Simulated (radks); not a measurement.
Results of a calculation; reference values are marked as such.
Q: Tb, configuration [Xe] 4f9 5d1 6s1 (not the ground configuration). Code: a radial shooting solver on a logarithmic mesh with Libxc functionals. Model: Dirac Kohn-Sham, LDA (Slater exchange, Perdew-Wang correlation), spin-unpolarised, spherical densities, finite nucleus; open shells are shared between the two j in proportion to 2j + 1; Fermi nuclear charge, rms radius 5.06 fm.

Spin-orbit splittings of the eigenvalues, e(l+1/2) - e(l-1/2), with zeta = 2 splitting/(2l+1) and mean radii in bohr:

shell  occ.  splitting (eV)  zeta (eV)  <r> j=l-1/2  <r> j=l+1/2
2p        6           745.7      497.1      0.07592      0.08287
3p        6           153.9      102.6       0.2288       0.2420
3d       10           33.61      13.44       0.2142       0.2183
4p        6           34.45      22.96       0.5528       0.5833
4d       10           6.223      2.489       0.6177       0.6286
4f        9          0.7857     0.2245       0.9031       0.9282
5p        6               ?          ?        1.506        1.616
5d        1          0.1619    0.06476        3.629        3.851

Estimate the 5p splitting.

A: 4.394 eV (zeta = 2.930 eV).
